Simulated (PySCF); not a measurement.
# Co²⁺: ionisation energy

Co²⁺ [Ar] 3d7 (4F) → Co³⁺ [Ar] 3d6 (5D), as a difference of total energies. Computed with PySCF 2.14 in def2-TZVPPD, with the non-relativistic Hamiltonian (point nucleus). Correlated levels: valence: [Ar] frozen; valence and next inner shell: [Ne] frozen. The calculations carry no spin-orbit coupling.

**Question.** Order these methods by the ionisation energy they give, lowest first.
A. PBE
B. UHF
C. revPBE
D. wB97M-V

**Answer.** B (31.440 eV), D (33.946 eV), C (34.236 eV), A (34.341 eV).

A first-order spin-orbit estimate (lowest level to lowest level, LS coupling) adds 0.026 eV.

These non-relativistic numbers lack the scalar-relativistic shift.

Errors of the correlated levels include the incompleteness of this basis and the frozen core.

For comparison: 33.5 ± 0.06 eV (semi-empirical (NIST evaluation); NIST Atomic Spectra Database, ionization energies).
